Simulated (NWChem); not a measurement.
Molecule: DMF (C$_{3}$H$_{7}$NO); SMILES CN(C)C=O

```xyz
12

C      0.7757    -1.5836    -0.0004
N      0.0241    -0.3451    -0.0003
C     -1.4263    -0.4271    -0.0014
C      0.6406     0.8747    -0.0001
O      0.0775     1.9567    -0.0006
H      1.8472    -1.3633     0.0023
H      0.5432    -2.1873     0.8874
H      0.5472    -2.1850    -0.8910
H     -1.8195     0.5902    -0.0010
H     -1.7847    -0.9584    -0.8930
H     -1.7860    -0.9604     0.8883
H      1.7444     0.7770     0.0008
```
Atoms are numbered in this order, from 1.

Results from NWChem. The geometry was optimised at B3LYP/6-31G* (spherical d). Level: M06-2X/def2-SVP with COSMO at NWChem's default radii, gas-phase geometry; rows give the dielectric constant.

```json
[
 {"dielectric constant": "1.5", "electrostatic solvation energy (kcal/mol)": "-2.1", "dipole in solution (D)": "4.28"},
 {"dielectric constant": "2.4", "electrostatic solvation energy (kcal/mol)": "-3.9", "dipole in solution (D)": "4.57"},
 {"dielectric constant": "4.8", "electrostatic solvation energy (kcal/mol)": "-5.5", "dipole in solution (D)": "4.85"},
 {"dielectric constant": "37.5", "electrostatic solvation energy (kcal/mol)": "-7.1", "dipole in solution (D)": "5.12"},
 {"dielectric constant": "46.7", "electrostatic solvation energy (kcal/mol)": "-7.1", "dipole in solution (D)": "5.13"}
]
```
